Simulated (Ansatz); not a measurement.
```xyz
9

F     1.1447   -1.4159    1.6288
Ge    1.1703   -1.0541   -0.0498
F     0.1650   -2.2479   -0.7683
O     0.4317    0.4920   -0.2853
Si   -1.0504    1.1771   -0.0335
H     2.5818   -1.1187   -0.6015
H    -1.8924    0.2969    0.8151
H    -0.8404    2.4813    0.6394
H    -1.7102    1.3892   -1.3449
```

Charge 0, multiplicity 1.

Question: List the r2SCAN/def2-TZVPP orbital energies in eV (Ansatz). (Best estimate.)

Answer: Computed: Occupied: -10836.30, -1791.81, -1351.22, -1201.28, -1201.27, -1201.25, -666.15, -666.14, -516.49, -169.62, -142.18, -119.35, -119.33, -119.25, -97.08, -97.01, -97.01, -33.30, -33.04, -32.66, -32.55, -32.53, -30.76, -29.99, -26.28, -15.68, -13.74, -12.01, -11.85, -11.81, -10.56, -10.45, -10.15, -10.00, -9.89, -9.71, -8.34, -8.16. Lowest empty: -1.08, 0.00, 0.21, 0.78, 1.20, 1.24, 1.91, 2.79.
